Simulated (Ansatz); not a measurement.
`[OH][GeH]([F])[CH2]Cl`, charge 0, multiplicity 1.

Q: Give a relaxed structure at PBE0-D4/def2-TZVP (Ansatz). (An estimate is asked.)

A: The calculation gave: 
Z-matrix (Å, degrees):
```
Ge
F 1 1.743
C 1 1.953 2 103.8
O 1 1.758 2 107.5 3 119.9
H 1 1.525 2 109.0 3 -124.6
Cl 3 1.778 1 109.7 2 -174.7
H 3 1.089 1 110.5 2 -55.2
H 3 1.089 1 110.9 2 65.5
H 4 0.960 1 114.0 2 -62.0
```
This is one stationary point; other conformers may exist.
